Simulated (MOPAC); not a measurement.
Input for MOPAC: PM6 on C2H9NO (a complex), monomers drawn apart or pushed together.

```
PM6 1SCF PRECISE CHARGE=0 THREADS=1
C2H9NO

N      0.02759467 1    -0.06639795 1     0.46094926 1
H     -0.92041944 1    -0.34525065 1     0.23491885 1
H      0.27489289 1     0.70251511 1    -0.15196981 1
H      0.63870079 1    -0.84437725 1     0.23990681 1
C     -0.11319058 1    -1.25432890 1     4.02940276 1
C     -0.49532758 1     0.20976342 1     3.85282376 1
O      0.38872796 1     0.90984264 1     2.99944664 1
H     -0.78531054 1    -1.75239930 1     4.73356411 1
H      0.90775951 1    -1.33681312 1     4.40625807 1
H     -0.16698487 1    -1.78747624 1     3.07689267 1
H     -1.53095964 1     0.28064017 1     3.48970897 1
H     -0.46179209 1     0.72069171 1     4.81797244 1
H      0.28230876 1     0.55982875 1     2.09353423 1
```

Program output:

```
*******************************************************************************
 **                                                                           **
 **                              MOPAC v23.2.5                                **
 **                                                                           **
 *******************************************************************************
 ** MOPAC's Digital Object Identifier: https://doi.org/10.5281/zenodo.6511958 **
 **                                                                           **
 ** Please cite the open-source release paper for use of this MOPAC version:  **
 ** J. E. Moussa and J. J. P. Stewart (2026)                                  **
 ** MOPAC: An open-source semiempirical molecular orbital program             **
 ** J. Open Source Softw., 11(119), 8025, https://doi.org/10.21105/joss.08025 **
 *******************************************************************************

                              PM6 CALCULATION RESULTS

 *******************************************************************************
 *  PM6        - The PM6 Hamiltonian to be used
 *
 *
 *
 *                 CHARGE ON SYSTEM = 0
 *
 *
 *
 *  PRECISE    - TIGHTER CRITERIA TO BE USED
 *  1SCF       - DO 1 SCF AND THEN STOP
 *  THREADS=1  - MULTI-THREADING NOT USED
 *  T=         - A TIME OF 172800.0 SECONDS REQUESTED
 *  DUMP=N     - RESTART FILE WRITTEN EVERY 7200.0 SECONDS REQUESTED
 *******************************************************************************
PM6 1SCF PRECISE CHARGE=0 THREADS=1
 C2H9NO

   ATOM   CHEMICAL          X               Y               Z
  NUMBER   SYMBOL      (ANGSTROMS)     (ANGSTROMS)     (ANGSTROMS)

     1       N          0.02759467  *  -0.06639795  *   0.46094926  *
     2       H         -0.92041944  *  -0.34525065  *   0.23491885  *
     3       H          0.27489289  *   0.70251511  *  -0.15196981  *
     4       H          0.63870079  *  -0.84437725  *   0.23990681  *
     5       C         -0.11319058  *  -1.25432890  *   4.02940276  *
     6       C         -0.49532758  *   0.20976342  *   3.85282376  *
     7       O          0.38872796  *   0.90984264  *   2.99944664  *
     8       H         -0.78531054  *  -1.75239930  *   4.73356411  *
     9       H          0.90775951  *  -1.33681312  *   4.40625807  *
    10       H         -0.16698487  *  -1.78747624  *   3.07689267  *
    11       H         -1.53095964  *   0.28064017  *   3.48970897  *
    12       H         -0.46179209  *   0.72069171  *   4.81797244  *
    13       H          0.28230876  *   0.55982875  *   2.09353423  *



          CARTESIAN COORDINATES

    NO.       ATOM           X           Y           Z

     1         N          0.0276     -0.0664      0.4609
     2         H         -0.9204     -0.3453      0.2349
     3         H          0.2749      0.7025     -0.1520
     4         H          0.6387     -0.8444      0.2399
     5         C         -0.1132     -1.2543      4.0294
     6         C         -0.4953      0.2098      3.8528
     7         O          0.3887      0.9098      2.9994
     8         H         -0.7853     -1.7524      4.7336
     9         H          0.9078     -1.3368      4.4063
    10         H         -0.1670     -1.7875      3.0769
    11         H         -1.5310      0.2806      3.4897
    12         H         -0.4618      0.7207      4.8180
    13         H          0.2823      0.5598      2.0935

 General Reference for PM6:
 "Optimization of Parameters for Semiempirical Methods V: Modification of NDDO Approximations
 and Application to 70 Elements", J. J. P. Stewart, J. Mol. Mod., 13, 1173-1213 (2007)
 URL: https://link.springer.com/article/10.1007/s00894-007-0233-4

           Empirical Formula: C2 H9 N O  =    13 atoms



      MOLECULAR POINT GROUP   :   C1


      RHF CALCULATION, NO. OF DOUBLY OCCUPIED LEVELS = 14


 -------------------------------------------------------------------------------
 PM6 1SCF PRECISE CHARGE=0 THREADS=1
 C2H9NO



     1SCF WAS SPECIFIED, SO BFGS WAS NOT USED
     SCF FIELD WAS ACHIEVED


                              PM6 CALCULATION
                                                       MOPAC v23.2.5 Linux




          FINAL HEAT OF FORMATION =        -60.83570 KCAL/MOL =    -254.53657 KJ/MOL


          COSMO AREA              =        117.32 SQUARE ANGSTROMS
          COSMO VOLUME            =         99.50 CUBIC ANGSTROMS

          IONIZATION POTENTIAL    =          9.763096 EV
          HOMO LUMO ENERGIES (EV) =         -9.763  3.509
          NO. OF FILLED LEVELS    =         14
          MOLECULAR WEIGHT        =         63.0992         POINT GROUP:  C1

          MOLECULAR DIMENSIONS (Angstroms)

            Atom       Atom       Distance
            H     8    H     3     5.56948
            H    12    H     4     3.48129
            H     9    H     2     2.69212


          SCF CALCULATIONS        =          1





   ATOM   CHEMICAL          X               Y               Z
  NUMBER   SYMBOL      (ANGSTROMS)     (ANGSTROMS)     (ANGSTROMS)

     1       N          0.02759467  *  -0.06639795  *   0.46094926  *
     2       H         -0.92041944  *  -0.34525065  *   0.23491885  *
     3       H          0.27489289  *   0.70251511  *  -0.15196981  *
     4       H          0.63870079  *  -0.84437725  *   0.23990681  *
     5       C         -0.11319058  *  -1.25432890  *   4.02940276  *
     6       C         -0.49532758  *   0.20976342  *   3.85282376  *
     7       O          0.38872796  *   0.90984264  *   2.99944664  *
     8       H         -0.78531054  *  -1.75239930  *   4.73356411  *
     9       H          0.90775951  *  -1.33681312  *   4.40625807  *
    10       H         -0.16698487  *  -1.78747624  *   3.07689267  *
    11       H         -1.53095964  *   0.28064017  *   3.48970897  *
    12       H         -0.46179209  *   0.72069171  *   4.81797244  *
    13       H          0.28230876  *   0.55982875  *   2.09353423  *

                             CARTESIAN COORDINATES

   1    N        0.027594670    -0.066397950     0.460949260
   2    H       -0.920419440    -0.345250650     0.234918850
   3    H        0.274892890     0.702515110    -0.151969810
   4    H        0.638700790    -0.844377250     0.239906810
   5    C       -0.113190580    -1.254328900     4.029402760
   6    C       -0.495327580     0.209763420     3.852823760
   7    O        0.388727960     0.909842640     2.999446640
   8    H       -0.785310540    -1.752399300     4.733564110
   9    H        0.907759510    -1.336813120     4.406258070
  10    H       -0.166984870    -1.787476240     3.076892670
  11    H       -1.530959640     0.280640170     3.489708970
  12    H       -0.461792090     0.720691710     4.817972440
  13    H        0.282308760     0.559828750     2.093534230


           Empirical Formula: C2 H9 N O  =    13 atoms



      MOLECULAR POINT GROUP   :   C1


                  EIGENVALUES
 -31.70167 -29.12694 -26.00906 -21.62504 -17.21420 -16.78387 -16.75078 -15.22942
 -14.50605 -13.13072 -12.61393 -11.61012 -10.50372  -9.76310   3.50885   3.97618
   4.46960   5.69149   5.96627   6.11600   6.13690   6.22303   6.30823   7.04104
   7.31701


              NET ATOMIC CHARGES AND DIPOLE CONTRIBUTIONS

  ATOM NO.   TYPE          CHARGE      No. of ELECS.   s-Pop       p-Pop
    1          N          -0.589915        5.5899     1.57830     4.01161
    2          H           0.207853        0.7921     0.79215
    3          H           0.211273        0.7887     0.78873
    4          H           0.209730        0.7903     0.79027
    5          C          -0.537596        4.5376     1.09187     3.44572
    6          C           0.065747        3.9343     1.07427     2.85999
    7          O          -0.591997        6.5920     1.81554     4.77646
    8          H           0.152409        0.8476     0.84759
    9          H           0.167159        0.8328     0.83284
   10          H           0.153393        0.8466     0.84661
   11          H           0.089925        0.9101     0.91008
   12          H           0.121228        0.8788     0.87877
   13          H           0.340793        0.6592     0.65921
 DIPOLE           X         Y         Z       TOTAL
 POINT-CHG.    -1.481    -1.792    -1.691     2.875
 HYBRID         0.006    -0.497    -1.469     1.550
 SUM           -1.475    -2.289    -3.160     4.171


          ATOMIC ORBITAL ELECTRON POPULATIONS

     Atom    s        px        py        pz
    1  N   1.57830   1.18399   1.21538   1.61224
    2  H   0.79215
    3  H   0.78873
    4  H   0.79027
    5  C   1.09187   1.18305   1.08680   1.17587
    6  C   1.07427   0.95443   0.91264   0.99292
    7  O   1.81554   1.69862   1.69345   1.38438
    8  H   0.84759
    9  H   0.83284
   10  H   0.84661
   11  H   0.91008
   12  H   0.87877
   13  H   0.65921

 **********************
 *                    *
 * JOB ENDED NORMALLY *
 *                    *
 **********************




 == MOPAC DONE ==
```

The run finished.

Cost: about 0.04 core-seconds (a rough figure).
